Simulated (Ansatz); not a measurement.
H₂Te, SMILES [TeH2+], charge +1, multiplicity 2.

Geometry optimised at PBE0-D3(BJ)/def2-TZVPD. The def2 effective core potentials stand for the cores of Te; spin–orbit coupling is left out.

Two levels are set side by side: PBE/def2-TZVPD (Ansatz, a program for electronic structure) and CAM-B3LYP/def2-TZVPD (Ansatz). Energy differences of separate SCF runs at the same geometry; the states with an electron removed or added have multiplicity 1 and 1. Differences are taken from unrounded values.

```tsv
quantity	CAM-B3LYP	PBE	PBE minus CAM-B3LYP
vertical ionisation energy (eV)	17.98	17.87	-0.10
vertical electron affinity (eV)	9.06	8.95	-0.11
```

On these quantities the two levels nearly agree.
